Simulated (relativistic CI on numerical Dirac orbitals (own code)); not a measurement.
# Re6+: 4d photoemission

Computed with this model: Dirac-Coulomb-Breit CI, separate exchange-only KLI orbitals for each configuration, model QED, valence Slater integrals scaled by 0.8, multiplet model of photoemission in the sudden approximation; configurations [Xe] 4f14 5d → [Kr] 4d9 4f14 5s2 5p6 5d; 80 K; Lorentzian 3.5 eV and Gaussian 0.6 eV FWHM. Energies are those of the free ion, without screening or charge transfer. The energies are binding energies and can lie tens of eV above those of solids. S is read from ⟨S²⟩ = S(S + 1).

free ion: ground-state S = 0.50, centroid 360.67 eV. Peaks (eV, height): 355.2 (100), 368.8 (64).

Strongest unbroadened transitions for free ion:

```csv
Energy (eV),Relative strength
354.26,30.9
354.96,100.0
355.23,54.0
355.63,77.3
356.18,2.7
356.98,1.2
357.02,2.0
357.23,0.9
359.87,1.1
368.36,31.3
368.41,77.7
369.29,55.6
369.61,2.3
370.03,0.0
370.33,0.5
370.68,0.8
372.93,10.1
```
